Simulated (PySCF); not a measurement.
prop-1-ynylboronic acid (C₃H₅BO₂), SMILES CC#CB(O)O.

The structure is a stationary point at PBE0-D3(BJ)/def2-SVP. Other conformers were not sampled.

Level of theory: PBE0-D3(BJ)/def2-SVP run with PySCF 2.14.0.

Harmonic, unscaled wavenumbers; measured fundamentals usually lie a few per cent lower.

A small imaginary wavenumber (i) marks a very flat motion, where grid noise or a shallow saddle decides the sign.

```tsv
mode	ν (cm⁻¹)	IR (km/mol)	moving atoms (share of kinetic energy)
1	12i	0.1	H 94 %
2	105	3.0	C 42 %, O 39 %, H 17 %
3	137	5.8	C 70 %, H 17 %, O 11 %
4	320	7.7	C 57 %, H 20 %, O 19 %
5	385	15.8	O 53 %, C 29 %, H 17 %
6	392	0.1	C 69 %, H 22 %, B 8 %
7	511	177.8	H 88 %
8	528	5.8	C 71 %, O 18 %
9	589	5.1	H 81 %, C 9 %
10	639	39.1	O 40 %, H 21 %, C 21 %, B 18 %
11	680	98.9	B 67 %, O 14 %, C 11 %
12	999	96.6	H 58 %, O 30 %, C 8 %
13	1027	4.5	H 66 %, C 33 %
14	1029	96.3	H 69 %, O 22 %, C 8 %
15	1030	32.1	H 69 %, C 25 %
16	1077	61.4	C 59 %, H 34 %
17	1380	109.1	H 65 %, B 16 %, C 14 %
18	1399	358.6	B 47 %, C 22 %, H 20 %, O 11 %
19	1439	9.1	H 97 %
20	1442	10.0	H 97 %
21	1474	379.4	B 72 %, O 23 %
22	2340	146.2	C 99 %
23	3052	12.6	H 97 %
24	3145	1.8	H 91 %, C 9 %
25	3148	1.7	H 91 %, C 9 %
26	3894	102.9	H 94 %
27	3929	81.4	H 94 %
```
